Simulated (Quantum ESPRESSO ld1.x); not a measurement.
Problem. This ld1.x (Quantum ESPRESSO 7.5) run is given with its output. Can the result be used, and if not, why?

```
 &input
    zed=59.0,
    iswitch=1,
    rel=1,
    dft='SLA-VWN',
    config='[Xe] 4f3.5 6s1.5',
    verbosity='high',
    prefix='ld1',
    max_out_wfc=37,
    file_charge='ld1.rho',
 /
```

```
     Program LD1 v.7.5 starts

     Message from routine scf:
     warning: convergence not achieved
     --------------------------- All-electron run ----------------------------

     scalar relativistic calculation

     atomic number is 59.00
     dft =SLA-VWN   lsd =0 sic =0 latt =0  beta=0.20 tr2=1.0E-14
     Exchange-correlation= SLA-VWN
                           (   1   2   0   0   0   0   0)
     mesh =2087 r(mesh) = 100.53064 a.u. xmin = -8.00 dx = 0.00800
     1 Ry =  13.60569312 eV, c = 137.03599908

     n l     nl                  e(Ry)          e(Ha)          e(eV)
     1 0     1S 1( 2.00)   -3069.963331513   -1534.981665756 -41768.9789874
     2 0     2S 1( 2.00)    -493.552146206    -246.776073103  -6715.1190415
     2 1     2P 1( 6.00)    -441.780740031    -220.890370015  -6010.7331765
     3 0     3S 1( 2.00)    -106.043471816     -53.021735908  -1442.7949352
     3 1     3P 1( 6.00)     -89.645055217     -44.822527609  -1219.6831113
     4 0     4S 1( 2.00)     -20.704831155     -10.352415577   -281.7035789
     4 1     4P 1( 6.00)     -15.353572707      -7.676786353   -208.8959986
     3 2     3D 1(10.00)     -66.565998192     -33.282999096   -905.6765438
     5 0     5S 1( 2.00)      -2.640961912      -1.320480956    -35.9321173
     5 1     5P 1( 6.00)      -1.384438854      -0.692219427    -18.8362502
     4 2     4D 1(10.00)      -7.703685892      -3.851842946   -104.8139862
     4 3     4F 1( 3.50)       0.003589027       0.001794514      0.0488312
     6 0     6S 1( 1.50)      -0.202283107      -0.101141553     -2.7522019

     final scf error:  5.1E+01 reached in 201 iterations

     Etot =  -18062.512396 Ry,   -9031.256198 Ha, -245753.000694 eV

     Ekin =   19904.337208 Ry,    9952.168604 Ha,  270812.303863 eV
     Encl =  -44336.100721 Ry,  -22168.050360 Ha, -603223.380677 eV
     Eh   =    6778.468075 Ry,    3389.234038 Ha,   92225.756476 eV
     Exc  =    -409.216958 Ry,    -204.608479 Ha,   -5567.680356 eV
```

Solution. No. The cycle did not converge: no bound state was found for the occupied 4f in the last potential (the eigenvalue is printed as zero or positive), so the printed total energy is not to be used.
